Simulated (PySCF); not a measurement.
Si(H)(NHSiH3)(Cl)2 (Cl2H5NSi2), SMILES N([SiH](Cl)Cl)[SiH3].

Geometry optimised at PBE-D3(BJ)/def2-SVP. Other conformers were not sampled.

Two levels are set side by side: TDA-PBE/def2-SVPD (PySCF) and TDA-B3LYP/def2-SVPD (PySCF). Vertical, same geometry. The lowest singlet is HOMO→LUMO 83 %, HOMO→LUMO+1 16 % with PBE and HOMO→LUMO 97 % with the other functional; states are paired by order. Differences are taken from unrounded values.

| quantity | TDA-B3LYP | TDA-PBE | TDA-PBE minus TDA-B3LYP |
|---|---|---|---|
| lowest singlet excitation (eV) | 6.44 | 5.82 | -0.62 |
| lowest triplet excitation (TDA) (eV) | 6.08 | 5.62 | -0.46 |

A lower first singlet is the usual sign of a functional without exact exchange. Differences between two approximate levels are no errors against the true value.

Rough cost on one machine, each run with all the roots and properties that it gave: TDA-B3LYP against TDA-PBE within a factor of 2.
